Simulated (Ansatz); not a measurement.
Br$_{2}$F$_{2}$Sn (`[F][Sn]([F])([Br])[Br]`) at its PBE0-D4/def2-TZVP geometry, where that method's forces vanish. Total charge 0; spin multiplicity 1. Sn: def2 effective core potential.

| atom | x (Å) | y (Å) | z (Å) |
| --- | --- | --- | --- |
| F1 | 0.458 | -1.343 | -1.301 |
| Sn2 | 0.022 | -0.049 | 0.008 |
| F3 | 0.527 | -0.847 | 1.646 |
| Br4 | 1.366 | 1.931 | -0.357 |
| Br5 | -2.372 | 0.307 | 0.004 |

Q: For each bond, give half the difference of the two atoms' forces along it (eV/Å; positive pushes the atoms apart) under PBE-D4, r2SCAN-D4, B3LYP-D4, ωB97M-V in def2-TZVPP. (An estimate is asked.)

A: The calculation gave: 
```
   bond  length (Å)  PBE-D4  r2SCAN-D4  B3LYP-D4  ωB97M-V
 F1–Sn2       1.891    0.51       0.09      0.24     0.04
 Sn2–F3       1.891    0.51       0.09      0.24     0.04
Sn2–Br4       2.421    0.09       0.03      0.13    -0.09
Sn2–Br5       2.421    0.09       0.03      0.13    -0.09
```

B3LYP here is the variant with VWN-RPA as its local correlation; programs differ in this.

All numbers were calculated with Ansatz.
